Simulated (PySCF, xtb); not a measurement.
C5H10, SMILES CC1CCC1.

xtb with GFN2-xTB at its own geometry gives an orbital gap of 12.32 eV and a dipole moment of 0.12 D.

The structure is a stationary point at B3LYP-D3(BJ)/def2-SVP.

Problem. What does PySCF with M06-2X/def2-TZVP give? (Estimate from the structure and the level; the computed values follow.)

Solution. gap 11.41 eV (levels -9.51 and 1.90 eV), dipole 0.11 D.
